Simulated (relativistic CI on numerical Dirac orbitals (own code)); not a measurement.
**Mn⁵⁺: 3s photoemission**

Computed with this model: Dirac-Coulomb-Breit CI, KLI orbitals optimised for each configuration, a model potential for QED, valence Slater integrals scaled by 0.9, multiplet model of photoemission in the sudden approximation; configurations [Ar] 3d2 → [Ne] 3s 3p6 3d2; 300 K; Lorentzian 1.5 eV and Gaussian 0.6 eV FWHM. Energies are those of the free ion, without screening or charge transfer. The energies are binding energies and can lie tens of eV above those of solids. Without intra-shell correlation the exchange splitting of an s hole comes out too large, often by half or more. S is read from ⟨S²⟩ = S(S + 1).

free ion: ground-state S = 1.00, centroid 184.12 eV. Peaks (eV, height): 181.8 (100), 189.0 (50).

Strongest unbroadened transitions for free ion:

```tsv
Energy (eV)	Relative strength
181.69	2.6
181.73	100.0
181.76	4.8
181.78	67.7
186.38	0.5
188.88	2.2
188.97	81.9
189.03	1.5
```
